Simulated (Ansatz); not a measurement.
C2H10N2Si (`CN([SiH3])CN`). Total charge 0; spin multiplicity 1.

```json
{"atom": "C1", "x (Å)": "-0.7457", "y (Å)": "-0.2041", "z (Å)": "-1.2803"}
{"atom": "N2", "x (Å)": "-0.0965", "y (Å)": "-0.2359", "z (Å)": "0.0093"}
{"atom": "Si3", "x (Å)": "-0.0309", "y (Å)": "-1.6961", "z (Å)": "0.9144"}
{"atom": "C4", "x (Å)": "0.8661", "y (Å)": "0.8289", "z (Å)": "0.2318"}
{"atom": "N5", "x (Å)": "0.3272", "y (Å)": "2.1605", "z (Å)": "0.3473"}
{"atom": "H6", "x (Å)": "-1.4673", "y (Å)": "-1.0194", "z (Å)": "-1.3653"}
{"atom": "H7", "x (Å)": "-0.0311", "y (Å)": "-0.2996", "z (Å)": "-2.1118"}
{"atom": "H8", "x (Å)": "-1.3017", "y (Å)": "0.7296", "z (Å)": "-1.4223"}
{"atom": "H9", "x (Å)": "-1.3775", "y (Å)": "-2.3274", "z (Å)": "0.8854"}
{"atom": "H10", "x (Å)": "0.3654", "y (Å)": "-1.3488", "z (Å)": "2.3043"}
{"atom": "H11", "x (Å)": "0.9395", "y (Å)": "-2.7175", "z (Å)": "0.4103"}
{"atom": "H12", "x (Å)": "1.6077", "y (Å)": "0.8497", "z (Å)": "-0.5799"}
{"atom": "H13", "x (Å)": "1.4085", "y (Å)": "0.6011", "z (Å)": "1.1540"}
{"atom": "H14", "x (Å)": "-0.4165", "y (Å)": "2.1864", "z (Å)": "1.0340"}
{"atom": "H15", "x (Å)": "-0.0473", "y (Å)": "2.4928", "z (Å)": "-0.5311"}
```

Q: Give the diagnostics of a CCSD(T)/def2-TZVPP run (frozen core, the Gaussian-basis code of Ansatz). (An estimate is asked.)

A: Ansatz gave: T1 = 0.0105, largest single amplitude 0.011, largest double 0.014, (T) share of the correlation energy 3.7 %, 9 CCSD cycles. The RHF solution is stable towards an unrestricted one. T1 lies under the customary mark of 0.02 for closed shells.
